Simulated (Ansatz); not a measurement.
Ansatz (a first-principles code) input for C2H6OSi2, SMILES C#C[SiH2][SiH2]O, PBE0/def2-TZVPD. Geometry optimised at ωB97X-D3(BJ)/def2-SVP. This is a generated structure with no PubChem entry under its InChIKey; it may be hypothetical. Other conformers were not sampled.

Ansatz 0.2 input:
```yaml
crystal:
  periodic: [false, false, false]
  atoms:
    - {symbol: C, position_ang: [0.55127618, 2.61198064, 0.35245209]}
    - {symbol: C, position_ang: [0.83413354, 1.43597441, 0.47604167]}
    - {symbol: Si, position_ang: [1.11897244, -0.39045315, 0.58909602]}
    - {symbol: Si, position_ang: [-0.92187959, -1.20971156, -0.21117468]}
    - {symbol: O, position_ang: [-1.40438998, -0.12441955, -1.38825508]}
    - {symbol: H, position_ang: [0.32126108, 3.66035977, 0.25586677]}
    - {symbol: H, position_ang: [1.43211012, -0.75527927, 1.99979126]}
    - {symbol: H, position_ang: [2.27731789, -0.74288353, -0.28012670]}
    - {symbol: H, position_ang: [-0.81809086, -2.55156991, -0.84384722]}
    - {symbol: H, position_ang: [-1.89011429, -1.29318223, 0.92449452]}
    - {symbol: H, position_ang: [-1.15912252, 0.79248706, -1.21199944]}
basis:
  gaussian:
    orbitals: def2-TZVPD
hamiltonian:
  xc: {name: PBE0}
```

Program output:

```
WARN ansatz: RAYON_NUM_THREADS=2 ignored (pool sized by the plan → 2); use --threads N
Functional definition: PBE0
integrals: 0.21 GiB planned
1430 factors; their error is unknown
mean field: 1.78 GiB planned
mean field evaluation 1: about -19955.6718 eV, gradient 6.5e1 eV
mean field evaluation 2: about -19943.0774 eV, gradient 1.0e2 eV
mean field evaluation 4: about -19963.8529 eV, gradient 5.3e0 eV
mean field evaluation 8: about -19963.9183 eV, gradient 1.7e-1 eV
mean field evaluation 16: about -19963.9342 eV, gradient 9.8e-5 eV
mean field -19963.93422333 eV, -733.6610506666 hartree, gradient 2.6e-5 eV, S^2 0.000000; 0 other end points of the search recorded, 0 dependent functions left out
reference -19963.93426824 eV, -733.6610523171 hartree; 27, 27 occupied and 227, 227 virtual orbitals, 1430 factors
Total energy: -19963.93426824 eV, -733.6610523171 hartree
```

The calculation finished and met its thresholds.

Cost: about 10 core-seconds (a rough figure).
